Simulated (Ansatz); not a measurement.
Basis sets compared for ZnCl6⁴⁻ (relaxed from a model of [ZnCl6]4-, whose bonding it doesn't keep). Charge -4, multiplicity 1. Geometry PBE-D4/def2-SVPD, loosely relaxed. Ansatz on 4 threads of Intel Xeon on a shared host; times are rough, and most runs start from earlier orbitals.

Cartesian coordinates in Å:
```
Zn -0.860 -3.157 0.507
Cl -1.446 -5.304 0.857
Cl 5.053 18.447 -2.956
Cl -2.454 -1.595 0.264
Cl 1.311 -2.599 0.404
Cl -0.850 -5.299 -14.127
Cl -0.755 -0.493 15.052
```

A multiply charged anion in the gas phase is held together partly by the finite basis. At PBE-D4/def2-SVPD, PBE-D4/def2-TZVPD, PBE0-D4/def2-SVPD, PBE0-D4/def2-TZVPD the highest occupied level of the charge -4 singlet lies above zero (up to 2.21 eV). The electron is either unbound and held by the finite basis, or the level is raised by self-interaction error. The geometry of the charge -4 singlet is only loosely relaxed. In the singlet geometry the species has come apart into loosely held pieces.

| level | functions | energy (Eh) | HOMO (eV) | LUMO (eV) | wall time |
| --- | --- | --- | --- | --- | --- |
| PBE-D4/def2-SVPD | 196 | -4538.4584 | 2.20 | 4.80 | 2.8 s |
| PBE0-D4/def2-SVPD | 196 | -4538.7141 | 0.94 | 5.58 | 7 s |

(1) Estimate the rows for PBE-D4/def2-TZVPD, PBE0-D4/def2-TZVPD (with forces).

Answers

(1) 
```csv
level,functions,energy (Eh),HOMO (eV),LUMO (eV),wall time
PBE-D4/def2-TZVPD,327,-4539.6102,2.21,4.94,6 s
PBE0-D4/def2-TZVPD (with forces),327,-4539.8489,0.98,5.74,26 s
```
